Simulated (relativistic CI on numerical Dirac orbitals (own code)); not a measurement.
## Energy levels of Gd¹⁸⁺

Computed by Dirac-Coulomb-Breit CI, KLI orbitals optimised for each configuration, QED by a radiative potential, unscaled Slater integrals (own radial code, finite nucleus).

CI space (outside the closed core [Ar] 3d10): 4s2 4p6 4d10, 4s2 4p6 4d9 4f, 4s2 4p5 4d10 4f, 4s2 4p6 4d9 5s, 4s2 4p6 4d9 5p, 4s 4p6 4d10 4f, 4s2 4p6 4d9 5d, 4s2 4p5 4d10 5s, 4s2 4p6 4d9 5f, 4s2 4p6 4d9 6s, 4s2 4p5 4d10 5p, 4s2 4p6 4d9 6p, 4s2 4p6 4d9 5g, 4s2 4p6 4d9 6d, 4s2 4p5 4d10 5d, 4s2 4p6 4d9 6f, 4s 4p6 4d10 5s, 4s2 4p6 4d9 7s, 4s2 4p6 4d9 7p, 4p6 4d10 4f2, 4p6 4d9 4f3, 4p5 4d10 4f3, 4p6 4d9 4f2 5s, 4p6 4d9 4f2 5p, 4p6 4d9 4f2 5d. Double excitations out of closed p, d and f shells are left out; levels of such configurations are missing from the list, as are those of other unlisted configurations, and high levels can miss mixing partners. These lack a partner that the ground configuration has and come out too high: 4s2 4p5 4d10 5s, 4s2 4p6 4d9 5f, 4s2 4p6 4d9 6s, 4s2 4p5 4d10 5p, 4s2 4p6 4d9 6p.

```csv
No.,Configuration,Term,J,E (cm⁻¹),%,Next component (%),Landé g,Lifetime (s)
1,4s2 4p6 4d10,1S,0,0,100,,,
2,4s2 4p6 4d9 4f,3P°,0,1120352,100,,,
3,4s2 4p6 4d9 4f,3P°,1,1129102,94,5 3D°,1.444,1.43e-09
4,4s2 4p6 4d9 4f,3P°,2,1146847,81,15 3D°,1.426,7.32e-05
5,4s2 4p6 4d9 4f,3H°,6,1161429,100,,1.165,
6,4s2 4p6 4d9 4f,3H°,5,1162405,70,28 1H°,1.025,5.77e+01
7,4s2 4p6 4d9 4f,3F°,2,1177629,39,36 1D°,0.912,1.40e-04
8,4s2 4p6 4d9 4f,3F°,3,1178908,56,39 3D°,1.161,1.88e-02
9,4s2 4p6 4d9 4f,3H°,4,1182940,39,30 3G°,0.991,1.02e-02
10,4s2 4p6 4d9 4f,3F°,4,1188732,63,19 1G°,1.122,1.24e-02
11,4s2 4p6 4d9 4f,3G°,5,1200174,64,31 1H°,1.128,6.70e-03
12,4s2 4p6 4d9 4f,3D°,1,1200411,94,5 3P°,0.554,8.94e-11
13,4s2 4p6 4d9 4f,3D°,3,1205942,43,23 1F°,1.106,2.04e-03
14,4s2 4p6 4d9 4f,1D°,2,1216131,46,36 3D°,1.139,3.09e-04
15,4s2 4p6 4d9 4f,3H°,4,1218711,43,36 1G°,0.922,5.94e-04
16,4s2 4p6 4d9 4f,3F°,2,1229545,59,26 3D°,0.850,1.86e-04
17,4s2 4p6 4d9 4f,1H°,5,1234511,41,34 3G°,1.075,3.34e-04
18,4s2 4p6 4d9 4f,3G°,3,1245983,61,27 3F°,0.903,4.29e-04
19,4s2 4p6 4d9 4f,3G°,4,1254467,49,36 1G°,1.058,3.88e-04
20,4s2 4p6 4d9 4f,1F°,3,1264417,75,14 3G°,0.991,2.77e-04
21,4s2 4p6 4d9 5s,3D,3,1455421,100,,1.332,2.56e-06
22,4s2 4p6 4d9 5s,3D,2,1461650,50,49 1D,1.082,5.56e-08
23,4s2 4p6 4d9 5s,3D,1,1509757,100,,0.496,1.20e-06
24,4s2 4p6 4d9 5s,1D,2,1514919,51,49 3D,1.081,5.01e-08
25,4s2 4p6 4d9 4f,1P°,1,1525226,99,,0.997,2.09e-13
26,4s2 4p6 4d9 5p,3P°,2,1688972,65,25 3D°,1.356,1.13e-10
27,4s2 4p6 4d9 5p,3F°,3,1695246,49,34 1F°,1.096,1.05e-10
28,4s2 4p6 4d9 5p,3F°,2,1745702,83,8 1D°,0.746,1.04e-10
29,4s2 4p6 4d9 5p,3P°,1,1753508,43,42 3D°,1.003,6.45e-12
30,4s2 4p6 4d9 5p,3F°,4,1774647,100,,1.249,4.21e-11
```

Energies count from the lowest computed level; ° marks odd parity; lifetimes are radiative, by E1, M1, E2, M2, E3 decay to levels of this space only; some are left blank where a channel outside the calculation adds to the decay or the decay crosses a small, uncertain gap.

The mean weight of the leading LS term, summed over parents, in these 30 levels is 69 %, and that of the leading jj configuration (from the same eigenvectors) 83 %, so jj coupling describes them better and the LS labels are nominal.

At this charge energies of transitions that change n are usually good to better than 1 %, and those within a shell (Δn = 0) to a few per cent.

LS names give the leading component of a level, which can be under half, so a name can repeat, a term be missing and a line seem to break the LS rules.
